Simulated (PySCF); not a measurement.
C3H8OSi, SMILES [SiH2](C)CC=O. Heavy atoms are numbered as in [CH3:1][SiH2:2][CH2:3][CH:4]=[O:5]. Hydrogens are named by the atom that carries them.

Geometry optimised at B3LYP-D3(BJ)/def2-SVP. This is a generated structure with no PubChem entry under its InChIKey; it may be hypothetical. Other conformers were not sampled.

Method: PBE/def2-TZVP (PySCF).

ESP charges are fitted to the potential on shells at 1.4 to 2.0 van der Waals radii. Atomic charges (e), one atom of each kind:

```csv
atom,Mulliken,ESP fit,IAO
C1 (CH3),-0.47,-0.82,[?]
Si2 (SiH2),0.21,0.69,[?]
C3 (CH2),-0.27,-0.42,-0.60
C4 (CH),0.06,0.48,[?]
O5,-0.22,-0.44,-0.37
H on C1,0.14,0.20,[?]
H on Si2,-0.02,-0.15,-0.11
H on C3,0.13,0.11,0.17
H on C4,0.07,-0.02,0.10
```

What belongs in the gaps? (Estimate from the structure and the level; the computed values follow.)


- C1 (CH3), IAO: -0.73
- Si2 (SiH2), IAO: 0.74
- C4 (CH), IAO: 0.26
- H on C1, IAO: 0.16

Computed Mayer and Wiberg (Löwdin basis) orders of the bonds:
```csv
bond,Mayer,Wiberg
C1–Si2,1.01,1.24
Si2–C3,0.94,1.09
C3–C4,0.95,1.32
C4–O5,2.15,2.77
```
